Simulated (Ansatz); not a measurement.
Ansatz (an electronic-structure program) input (RPA@PBE/cc-pVTZ):

Ansatz 0.2 input:
```yaml
crystal:
  periodic: [false, false, false]
  atoms:
    - {symbol: C, position_ang: [-1.50786671, 0.27561986, 0.32171197]}
    - {symbol: C, position_ang: [-0.60756637, -0.99389850, 0.24473001]}
    - {symbol: C, position_ang: [0.56765462, -0.06248254, 0.12437862]}
    - {symbol: C, position_ang: [-0.29290237, 1.14793440, -0.11540677]}
    - {symbol: N, position_ang: [1.77998242, -0.34542982, -0.49913419]}
    - {symbol: H, position_ang: [-1.84526354, 0.49527743, 1.33328089]}
    - {symbol: H, position_ang: [-2.36519482, 0.28883625, -0.34876381]}
    - {symbol: H, position_ang: [-0.78966714, -1.58609173, -0.66378230]}
    - {symbol: H, position_ang: [-0.63863539, -1.67466067, 1.10034406]}
    - {symbol: H, position_ang: [-0.09190223, 2.04680438, 0.47460129]}
    - {symbol: H, position_ang: [-0.34453028, 1.44383475, -1.17324687]}
    - {symbol: H, position_ang: [2.21042858, -1.21136880, -0.20398005]}
    - {symbol: H, position_ang: [2.44897288, 0.41233787, -0.47699691]}
basis:
  gaussian:
    orbitals: cc-pVTZ
hamiltonian:
  xc: pbe
magnetization: {spin_polarized: true, initial_magnetization: 1}
correlation: {method: rpa, electrons: outside_noble_gas}
```

Output:

```
Functional definition: PBE
integrals: 0.79 GiB planned
1489 factors; integrals over basis functions are off by at most 1.1e-3 eV
mean field: 1.59 GiB planned
mean field evaluation 1: about -5744.7542 eV, gradient 5.9e1 eV
mean field evaluation 2: about -5744.7431 eV, gradient 5.9e1 eV
mean field evaluation 4: about -5759.8869 eV, gradient 1.3e1 eV
mean field evaluation 8: about -5760.7242 eV, gradient 2.3e-1 eV
mean field evaluation 16: about -5760.7225 eV, gradient 1.4e-4 eV
mean field -5760.72252072 eV, -211.7026478784 hartree, gradient 2.5e-6 eV, S^2 0.752836; 0 other end points of the search recorded, 0 dependent functions left out
5 core orbitals not correlated
reference -5728.73951046 eV, -210.5272939304 hartree; 15, 14 occupied and 242, 243 virtual orbitals, 1489 factors
Total energy: -5767.83299341 eV, -211.9639529303 hartree
```

It need not be the lowest isomer of its formula.
